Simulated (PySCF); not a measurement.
Compound: C₃H₅NSi.
SMILES with atom numbers: `[CH:1]#[C:2][SiH2:3][N:4]=[CH2:5]` (hydrogens: H6 on C1; H7, H8 on Si3; H9, H10 on C5)

Method: PBE0-D3(BJ)/def2-SVP geometry optimisation, gas phase in PySCF 2.14.0; density fitting, grid level 1; the optimiser is geomeTRIC in internal coordinates, started from a GFN2-xTB structure with every atom displaced at random (about 0.01 Å).

Step 2: E = -12542.9816 eV
```
atom  x, y, z in Å  |  force x, y, z in eV/Å
C1      2.2640   -0.9607   -0.0913    0.072   0.014  -0.009
C2      1.4457   -0.0590   -0.1097   -0.071  -0.004  -0.007
Si3     0.1153    1.2180   -0.1345    0.167  -0.085   0.016
N4     -1.4710    0.5367    0.0738   -0.337   0.171   0.050
C5     -1.8201   -0.6632    0.2265    0.269  -0.118  -0.168
H6      3.0128   -1.7343   -0.0807   -0.039  -0.003   0.009
H7      0.3462    2.1760    0.9796   -0.003   0.026  -0.019
H8      0.1414    1.9118   -1.4497   -0.005   0.032   0.009
H9     -1.0970   -1.5075    0.2329   -0.077  -0.075   0.071
H10    -2.8867   -0.9390    0.3319    0.024   0.042   0.048
```

Step 3: E = -12542.9880 eV
```
atom  x, y, z in Å  |  force x, y, z in eV/Å
C1      2.2361   -0.9663   -0.0887   -0.040   0.052   0.005
C2      1.4263   -0.0582   -0.1104   -0.001  -0.029   0.000
Si3     0.1130    1.2240   -0.1339    0.032   0.190  -0.070
N4     -1.4829    0.5498    0.0701   -0.109  -0.163   0.079
C5     -1.7847   -0.6669    0.2193   -0.072   0.011  -0.090
H6      2.9601   -1.7566   -0.0692    0.112  -0.119   0.001
H7      0.3461    2.1945    0.9720   -0.003  -0.034  -0.015
H8      0.1418    1.9335   -1.4452    0.004  -0.027   0.046
H9     -1.0606   -1.5120    0.2227    0.043   0.103   0.030
H10    -2.8448   -0.9631    0.3420    0.033   0.016   0.014
```

Task: Estimate the geometry and energy of step 4. (The exact step hangs on the optimiser's Hessian estimate; all steps are aligned on step 3, rigid shifts and turns removed.)

Result: E = -12542.9904 eV, largest force 0.143 eV/Å
```
atom  x, y, z in Å  |  force x, y, z in eV/Å
C1      2.2182   -0.9769   -0.0896   -0.051   0.044   0.008
C2      1.4132   -0.0634   -0.1127    0.018  -0.038   0.001
Si3     0.1068    1.2298   -0.1361    0.000   0.136  -0.042
N4     -1.4946    0.5565    0.0620   -0.091  -0.033  -0.019
C5     -1.7737   -0.6653    0.2090    0.077  -0.017   0.114
H6      2.9352   -1.7762   -0.0677    0.062  -0.052  -0.003
H7      0.3403    2.1944    0.9733    0.004  -0.024   0.004
H8      0.1434    1.9470   -1.4412    0.007  -0.026   0.018
H9     -1.0146   -1.4771    0.2422   -0.037  -0.011  -0.036
H10    -2.8237   -0.9900    0.3394    0.012   0.021  -0.045
```

The energy changes by -0.0024 eV. The first-order estimate −F·Δx gives -0.0068 eV and the mean of the old and new forces, exact on a quadratic surface, -0.0025 eV. The step makes an angle of 78° with the force vector and moves no atom by more than 0.061 Å.

The cost below is that of the whole optimisation. The run took 20 s on an Arm Neoverse V2 with one thread, shared host, and the process peaked at 0.40 GiB of memory.
